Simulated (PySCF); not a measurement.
## Dipole response of Ba²⁺ (barium, charge +2)

[Xe], closed-shell 1S. All numbers are calculated (PySCF 2.14, scalar relativity by spin-free X2C-1e, in aug-cc-pwCVTZ-X2C). Coupled (time-dependent) response in atomic units; α is the mean over directions.

| method | mean α (bohr³) | C₆ (like pair) | S(−4) |
| --- | --- | --- | --- |
| UHF | 10.55 | 76.49 | 14.30 |
| PBE | 10.77 | 78.25 | 15.32 |
| PBE0 | 10.65 | 77.17 | 14.79 |

S(−4) is the Cauchy moment in α(ω) = α(0) + S(−4) ω² + …

α(iu) at PBE:

```json
{"u (hartree)": "0", "α(iu) (bohr³)": "10.77"}
{"u (hartree)": "0.0500", "α(iu) (bohr³)": "10.74"}
{"u (hartree)": "0.100", "α(iu) (bohr³)": "10.62"}
{"u (hartree)": "0.200", "α(iu) (bohr³)": "10.20"}
{"u (hartree)": "0.300", "α(iu) (bohr³)": "9.566"}
{"u (hartree)": "0.500", "α(iu) (bohr³)": "8.018"}
{"u (hartree)": "0.750", "α(iu) (bohr³)": "6.162"}
{"u (hartree)": "1.00", "α(iu) (bohr³)": "4.720"}
{"u (hartree)": "1.50", "α(iu) (bohr³)": "2.936"}
{"u (hartree)": "2.00", "α(iu) (bohr³)": "2.001"}
{"u (hartree)": "3.00", "α(iu) (bohr³)": "1.135"}
{"u (hartree)": "5.00", "α(iu) (bohr³)": "0.5460"}
```

A single London oscillator, α(iu) = α/(1 + u²/ω²), gives C₆ = (3/4) ω α². Matching the computed C₆ needs ω = 4 × 78.25 / (3 × 10.77²) = 0.899 hartree.

For an ion, C₆ is the dispersion term alone; charge-induced terms of lower order in 1/R come first.

Spin-orbit coupling, which splits the p, d and f shells strongly at this Z, is absent.
